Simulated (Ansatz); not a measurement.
A run for Ansatz (a first-principles code): U-PBE/def2-TZVPP on ClGeH3 (SMILES [Cl][GeH3]), a point of a bond scan (R = 4.350 Å).

Ansatz 0.2 input:
```yaml
crystal:
  periodic: [false, false, false]
  atoms:
    - {symbol: Ge, position_ang: [-0.68437382, 0.03163627, 0.00355747]}
    - {symbol: Cl, position_ang: [3.66071910, -0.16922255, -0.01902891]}
    - {symbol: H, position_ang: [-1.06958507, 1.46669244, -0.37372973]}
    - {symbol: H, position_ang: [-1.14315274, -0.32666519, 1.42174700]}
    - {symbol: H, position_ang: [-1.18623477, -0.98290436, -1.03034895]}
basis:
  gaussian:
    orbitals: def2-TZVPP
hamiltonian:
  xc: {name: PBE}
magnetization: {spin_polarized: true, initial_magnetization: 0}
```

Program output:

```
WARN ansatz: RAYON_NUM_THREADS=1 ignored (pool sized by the plan → 1); use --threads N
Functional definition: PBE
integrals: 0.04 GiB planned
829 factors; their error is unknown
mean field: 0.39 GiB planned
mean field evaluation 1: about -69068.0961 eV, gradient 2.8e1 eV
mean field evaluation 2: about -68842.4272 eV, gradient 9.5e1 eV
mean field evaluation 4: about -69056.1543 eV, gradient 3.0e1 eV
mean field evaluation 8: about -69072.4821 eV, gradient 7.7e0 eV
mean field evaluation 16: about -69073.2269 eV, gradient 2.3e0 eV
mean field evaluation 32: about -69073.2825 eV, gradient 1.5e0 eV
mean field evaluation 64: about -69073.4272 eV, gradient 2.6e-1 eV
mean field evaluation 96: about -69073.4469 eV, gradient 6.7e-2 eV
mean field evaluation 128: about -69072.8434 eV, gradient 3.9e-1 eV
mean field evaluation 160: about -69073.4469 eV, gradient 1.3e-1 eV
mean field evaluation 192: about -69072.9562 eV, gradient 2.0e0 eV
mean field evaluation 224: about -69073.1159 eV, gradient 4.1e0 eV
mean field -69073.44727881 eV, -2538.4023678320 hartree, gradient 1.9e-6 eV, S^2 0.572934; 10 other end points of the search recorded, 0 dependent functions left out
reference -69073.44731887 eV, -2538.4023693041 hartree; 26, 26 occupied and 106, 106 virtual orbitals, 829 factors
Total energy: -69073.44731887 eV, -2538.4023693041 hartree
```

Self-consistency was reached. Its determinant has ⟨S²⟩ = 0.57, a mixture of spin states.

Cost: around 21 core-seconds (rough).
